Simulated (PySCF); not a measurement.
A structure optimised at B3LYP-D3(BJ)/def2-SVP, used in a PySCF frequency run:

```xyz
10

In     0.0132    -0.0040     0.0000
N      0.0829     2.0503     0.0000
H     -0.3257     2.4935     0.8222
H     -0.3257     2.4935    -0.8222
N     -0.1184    -1.0102     1.7874
H      0.3117    -0.5330     2.5790
H      0.2303    -1.9679     1.7781
N     -0.1184    -1.0102    -1.7874
H      0.2303    -1.9679    -1.7781
H      0.3117    -0.5330    -2.5790
```

### Question
Write its SMILES, formula and point group.

### Answer
[NH2][In]([NH2])[NH2], H6InN3, Cs

### Question
What are its rotational constants (standard atomic weights)?

### Answer
4.6190, 4.5288, 2.3066 GHz
